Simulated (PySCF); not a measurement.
C₄H₉FO₃.
Cartesian coordinates in Å at the GFN2-xTB level; atoms count from 1:
```xyz
17
C4H9FO3 angstrom
C      2.2515   -0.2975   -0.3417
O      1.2403    0.5159    0.2480
C     -0.0113    0.0005    0.2369
F     -0.4429   -0.0248   -1.1301
O     -0.0330   -1.2774    0.6829
C     -1.3244   -1.8675    0.8094
O     -0.8839    0.7837    0.9135
C     -0.8538    2.1712    0.5884
H      3.1530    0.3088   -0.3115
H      2.3862   -1.2152    0.2317
H      1.9910   -0.5378   -1.3742
H     -1.9066   -1.3529    1.5746
H     -1.8520   -1.8339   -0.1459
H     -1.1343   -2.8974    1.0998
H      0.1029    2.6103    0.8731
H     -1.6634    2.6114    1.1645
H     -1.0263    2.3147   -0.4801
```

Theory: TDDFT PBE0/def2-SVPD, vertical, gas phase, core orbitals frozen in the response in PySCF 2.14.0, density-fitted response routines.

Kohn–Sham orbitals with the atoms that hold most of them (Löwdin shares over 4%, at most four atoms; ? is withheld):

```
orbital  ε (eV)                            atoms
 LUMO+2    1.26  C6 19%, H14 12%, H12 8%, H13 8%
 LUMO+1    1.26   C1 16%, C8 12%, H10 10%, H9 9%
   LUMO    0.80                                ?
   HOMO   -8.45     O7 42%, O2 16%, C8 9%, O5 7%
 HOMO-1   -8.46     O5 36%, O2 27%, C6 8%, C1 6%
 HOMO-2   -9.03   O7 17%, O2 17%, O5 17%, F4 13%
 HOMO-3   -9.91    O5 26%, C6 13%, O2 12%, F4 9%
```

(1) Give the leading atoms of the LUMO.

## Answers

(1) C1 (bonded to O and 3 H) 13%; C8 (bonded to O and 3 H) 13%; C6 (bonded to O and 3 H) 13%; C3 (bonded to F and 3 O) 7%.

Within 0.005 eV of a neighbour in this list lie HOMO-1/HOMO and LUMO+1/LUMO+2 (point group found: C3); within a degenerate set the shares of single atoms can hang on how the components are chosen.

The HOMO–LUMO gap is 9.25 eV. Where does the response calculation put the lowest singlet, and from which orbitals?

S1 is at 8.13 eV (f = 0.0059), 1.12 eV below the gap, made of HOMO-1/HOMO→LUMO (≥91%). S1/S2 lie within about 0.01 eV of each other. 

Next come S2 at 8.13 eV (f 0.0058), HOMO-1/HOMO→LUMO (≥91%); S3 at 8.51 eV (f 0.022), HOMO-1/HOMO→LUMO+1/LUMO+2 (≥55%), HOMO-2→LUMO (33%); S4 at 8.71 eV (f 0.0018), HOMO-1/HOMO→LUMO+1/LUMO+2 (≥82%); S5 at 8.71 eV (f 0.0018), HOMO-1/HOMO→LUMO+1/LUMO+2 (≥82%).

Orbitals of the list HOMO-3 to LUMO+2 that lie within 0.01 eV of each other are written together with a slash and their weights summed (≥ marks a lower bound); for degenerate orbitals outside that list single weights are arbitrary.

One conformer stands for the species.
